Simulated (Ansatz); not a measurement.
`[NH2][Sn]([F])([F])[Cl]` + H₂Se → `[NH2][Sn]([F])([F])[SeH]` + HCl at 700 K and 1 bar (ligand exchange at the Sn–Cl bond).

Isolated molecules relaxed with PBE0-D4/def2-TZVP in Ansatz; ΔE leaves out vibrations. CCSD(T)/CBS adds triple-zeta CCSD(T) − MP2 to the extrapolated MP2 energy (def2 sets, frozen cores). This one scheme is used for every species. Elements past krypton have def2 core potentials. For Se, Sn outer-core shells are correlated without core-valence functions, which leaves a few kJ/mol of doubt a bond. Scalar relativity is left out up to krypton. Each species was taken in one conformer, which may not be the lowest.

| species | CCSD(T)/CBS energy (Eh) | H − E (kJ/mol) | S (J/(mol·K)) |
| --- | --- | --- | --- |
| `[NH2][Sn]([F])([F])[Cl]` | -929.42065 | 151.6 | 481.2 |
| H₂Se | -2401.89790 | 61.1 | 251.1 |
| `[NH2][Sn]([F])([F])[SeH]` | -2870.93850 | 178.5 | 515.4 |
| HCl | -460.38127 | 38.4 | 211.8 |

H − E and S are ideal-gas, rigid-rotor, harmonic terms from PBE0-D4/def2-TZVP, for one conformer and one mirror image of each species. 1 Eh = 2625.50 kJ/mol, R = 8.31446 J/(mol·K).

**Question.** By hand: ΔE, ΔH, ΔS and ΔG.

**Answer.** ΔE = (-2870.93850) + (-460.38127) − (-929.42065) − (-2401.89790) = -0.00122 Eh = -3.2 kJ/mol. Δ(H − E) = 178.5 + 38.4 − 151.6 − 61.1 = 4.2, so ΔH = 1.0 kJ/mol. ΔS = 515.4 + 211.8 − 481.2 − 251.1 = -5.1 J/(mol·K). ΔG = 1.0 − 700 × (-5.1)/1000 = 4.6 kJ/mol.

**Question.** By hand: the equilibrium constant, and the temperature at which ΔG would vanish if ΔH and ΔS stayed fixed.

**Answer.** log₁₀ K = −ΔG/(RT ln 10) = -0.3. ΔH and −TΔS have one sign here, so there is no such temperature. One of them is within its doubt of zero, so this could turn.

TΔS isn't small against ΔH here. The sign of ΔG lies within the doubt. A doubt of 5 kJ/mol in ΔE shifts log₁₀ K by 0.4 here. Other conformers and mirror images would add mixing entropy, several J/(mol·K) or more a flexible species. Modes under 60 cm⁻¹, often nearly free rotors, make the harmonic entropy too high. These are equilibria of isolated gas molecules and say nothing of rates. Largest T1 diagnostic: 0.013 (customary marks: 0.02 for closed shells, 0.045 for open ones).
